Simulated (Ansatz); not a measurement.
Species: Si$_{2}$N$_{2}$H$_{7}$ (charge 0, doublet). SMILES: [SiH2](N)N[SiH2]
Geometry: optimised at B3LYP-D3(BJ)/def2-TZVP (Ansatz, a first-principles code).

Quantity: atomisation energy, in kcal/mol. Conventions: atomisation electronic, to ground-state atoms; no dispersion term unless named; LANL2DZ with its own core potentials from Na on; no spin-orbit coupling; valence correlation only; 6-31G* and kin with 6d, 5d where marked; 6-311+G** with 5d, 6d on Na to Ar in Ansatz; UHF or UKS for open shells; non-relativistic. CBS marks a two-point X^-3 extrapolation of the correlation energy; Hartree-Fock from the larger set. Ab initio and DFT rows: single points at B3LYP-D3(BJ) geometries (Ansatz).

Coupled cluster (Ansatz) is a level with limits of its own, used here on species with T1 under 0.025 (0.045 for open shells) and stable references: CCSD(T)/CBS(cc-pV(T+d)Z,cc-pV(Q+d)Z).

Value to compare with, CCSD(T)/CBS(cc-pV(T+d)Z,cc-pV(Q+d)Z) (Ansatz): 845.9 kcal/mol.

```tsv
level	program	atomisation energy (kcal/mol)	difference
SVWN5/6-31G*	Ansatz	931.5	85.6
PBE/6-31G*	Ansatz	823.5	-22.4
PBE/def2-SVP	Ansatz	833.3	-12.6
B3LYP/LANL2DZ	Ansatz	790.2	-55.7
B3LYP/6-31G*	Ansatz	817.0	-28.9
B3LYP/6-311+G**	Ansatz	826.5	-19.4
PBE0/6-31G*	Ansatz	811.1	-34.8
B3LYP-D3(BJ)/def2-TZVPD	Ansatz + dftd3	850.1	4.2
```

Among the 7 habitual levels, SVWN5/6-31G* lies farthest from CCSD(T)/CBS(cc-pV(T+d)Z,cc-pV(Q+d)Z) (Ansatz) (85.6 kcal/mol) and PBE/def2-SVP nearest (-12.6); 1 of 7 lie above it, and their mean absolute difference is 37.1 kcal/mol, the median 28.9. One case shows no general order.

The levels are drawn from those run, B3LYP/6-31G* more often than the rest, none by its result; left out are runs that failed, that the program found above a lower state of the same kind, or whose <S^2> lies over 0.5 above the pure value.
